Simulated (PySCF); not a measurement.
# S²⁺ (sulfur, charge +2) across methods

[Ne] 3s1 3p2 3d1, one real determinant (an excited configuration). Calculation: PySCF 2.14, in x2c-QZVPPall with one added diffuse shell each of s, p, d, f type (10s7p5d3f1g, 86 functions); the spin-free X2C one-electron Hamiltonian (Gaussian nucleus).

```
 method  E (hartree)  mean ε 3s α (eV)  mean ε 3p α (eV)  mean ε 3d α (eV)  Σ⟨r²⟩ (bohr²)   ⟨S²⟩
  B3LYP    -397.1398           -44.808           -32.573           -16.817          17.31  6.000
    LDA    -395.7335           -42.979           -31.311           -16.068          17.30  6.000
wB97M-V    -397.0971           -47.760           -35.170           -18.937          17.54  6.000
   PBE0    -396.9962           -45.507           -33.127           -17.105          17.30  6.000
    UHF   -396.60671           -52.246           -37.972           -19.311          17.68  6.000
 M06-2X    -397.1029           -47.163           -34.528           -17.681          17.47  6.000
 r2SCAN    -397.1185           -44.036           -31.854           -16.233          17.26  6.000
    PBE    -396.9730           -43.081           -31.341           -16.195          17.26  6.000
   BP86    -397.1778           -43.124           -31.384           -16.246          17.23  6.000
```

⟨L²⟩ = 7.99 against 12 for a pure F term, so this real determinant mixes terms. The outer electron is Rydberg-like, and this basis confines it to a smaller radius and binds it less than a complete one would.
